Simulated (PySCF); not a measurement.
## Assignment exercise: C₇H₁₅PSi

Geometry:
| atom | x (Å) | y (Å) | z (Å) |
| --- | --- | --- | --- |
| C1 | 0.184 | 2.779 | -0.061 |
| C2 | 0.564 | 1.552 | -0.354 |
| C3 | 1.961 | 0.979 | -0.315 |
| Si4 | 1.292 | -0.715 | -0.934 |
| P5 | 1.492 | -2.569 | 0.320 |
| C6 | -0.286 | 0.387 | -0.809 |
| C7 | -1.446 | 0.007 | 0.114 |
| C8 | -2.118 | -1.262 | -0.401 |
| C9 | -0.975 | -0.186 | 1.552 |
| H10 | 0.890 | 3.533 | 0.251 |
| H11 | -0.847 | 3.085 | -0.119 |
| H12 | 2.385 | 1.001 | 0.689 |
| H13 | 2.653 | 1.509 | -0.968 |
| H14 | 1.662 | -1.034 | -2.323 |
| H15 | 2.594 | -3.033 | -0.375 |
| H16 | 2.288 | -1.986 | 1.291 |
| H17 | -0.707 | 0.599 | -1.796 |
| H18 | -2.177 | 0.825 | 0.101 |
| H19 | -1.412 | -2.092 | -0.374 |
| H20 | -2.977 | -1.520 | 0.215 |
| H21 | -2.456 | -1.131 | -1.427 |
| H22 | -0.484 | 0.714 | 1.916 |
| H23 | -1.818 | -0.407 | 2.203 |
| H24 | -0.272 | -1.018 | 1.611 |

Theoretical values (PySCF 2.14): NMR shieldings at PBE0/pcSseg-1/GIAO, coordinates at the GFN2-xTB level. Single conformer, non-relativistic Hamiltonian, no solvent, one averaged value for each set of equivalent atoms.

Scale: $^{13}$C, $^{1}$H vs TMS (reference shieldings calculated alike).

**Question.** Assign these signals to the numbered atoms. $^{13}$C{$^{1}$H} NMR (computed): δ 160.1, 116.4, 49.2, 34.5, 28.7, 23.9, 21.2.

**Answer.** 
| δ (ppm) | atoms | environment | reason |
| --- | --- | --- | --- |
| 160.1 | C2 | fully substituted alkene carbon | the olefinic region |
| 116.4 | C1 | terminal =CH2 carbon | as expected for a trigonal carbon in a double bond |
| 49.2 | C6 | allylic sp3 CH bonded to Si | – |
| 34.5 | C7 | sp3 CH | a saturated carbon with 3 carbon neighbours and no heteroatom attached |
| 28.7 | C3 | allylic sp3 CH2 bonded to Si | – |
| 23.9 | C8 | methyl carbon | a saturated carbon with 1 carbon neighbour and no heteroatom attached |
| 21.2 | C9 | methyl carbon | – |

**Question.** Assign these signals to the numbered atoms. $^{1}$H NMR (500 MHz, computed): δ 5.42 (m, 1H), 5.30 (m, 1H), 5.14 (m, 1H), 2.89 (m, 1H), 2.64 (m, 1H), 2.14 (m, 1H), 1.96 (m, 1H), 1.44 (m, 2H), 1.15 (d, 3H), 1.08 (d, 3H).

**Answer.** 
5.42 → H10, hydrogen on a terminal =CH2 carbon: a vinylic proton, deshielded by the sp2 carbon and the C=C anisotropy
5.30 → H11, hydrogen on a terminal =CH2 carbon
5.14 → H14, hydrogen on a silicon bonded to 2 C, P, in a 4-membered ring
2.89 → H17, hydrogen on an allylic sp3 CH bonded to Si: allylic position
2.64 → H13, hydrogen on an allylic sp3 CH2 bonded to Si: allylic position
2.14 → H12, hydrogen on an allylic sp3 CH2 bonded to Si
1.96 → H18, hydrogen on an sp3 CH
1.44 → H15/H16, hydrogen on a phosphorus bonded to Si
1.15 → H19/H20/H21, hydrogen on a methyl carbon: far from electronegative atoms and π systems
1.08 → H22/H23/H24, hydrogen on a methyl carbon

H19/H20/H21 and H22/H23/H24 lie closer than the usual error of such a calculation, so a measured spectrum could show them in the other order.

Splittings by $^{31}$P in the carbon and heteronuclear signals aren't shown, as no couplings were computed. Shifts are as computed. Against solution values, carbons near 30 ppm lie about +3 ppm off and those near 130 ppm about +5 ppm. Of 1309 compounds with measured shifts, 239 miss one by over three times the rms of a fit or turn the order of signals round; such compounds aren't used in these exercises. Multiplicities follow the n + 1 count of equivalent neighbours, as no J values were calculated; m marks all less simple cases, F and P coupling included.
